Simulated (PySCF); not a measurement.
Isomers of C10H16, one GFN2-xTB conformer each. Single-point energies are computed at PBE0/pcSseg-1 (PySCF, gas phase, no added dispersion term), electronic only.

Question: Rank them by PBE0/pcSseg-1 energy, lowest first (kcal/mol).
A. `[CH2:1]=[CH:2][CH2:3][C@@H:4]1[C@H:5]2[CH2:6][C@@H:7]1[C@H:8]([CH3:9])[CH2:10]2` with C1–C2–C3–C4 -124°, C2–C3–C4–C5 168°
B. `[CH2:1]=[CH:2][CH2:3][C@@H:4]1[C@H:5]2[CH2:6][CH2:7][CH2:8][CH2:9][C@@H:10]12` with C1–C2–C3–C4 -120°, C2–C3–C4–C5 -83°, C3–C4–C5–C6 140°, C4–C5–C6–C7 89°, C5–C6–C7–C8 -51°, C6–C7–C8–C9 68°

Answer: B (0.0), A (7.7).

As drawn, the lower has a three-membered ring, which the higher lacks; the higher has a four-membered ring, which the lower lacks. GFN2-xTB itself gives, in the same order: 0.0, 3.6. Both levels put the same isomer lowest.

Question: Which frontier levels, dipoles and rotational constants go with these structures?

Answer: 
```
                             SMILES  HOMO (eV, PBE0/pcSseg-1)  LUMO (eV)  dipole (D)       A, B, C (MHz)
      C=CC[C@@H]1[C@H]2CCCC[C@@H]12                     -7.21       0.54        0.55  2861, 708.8, 648.3
C=CC[C@@H]1[C@H]2C[C@@H]1[C@H](C)C2                     -7.32       0.53        0.28  2147, 990.0, 838.5
```
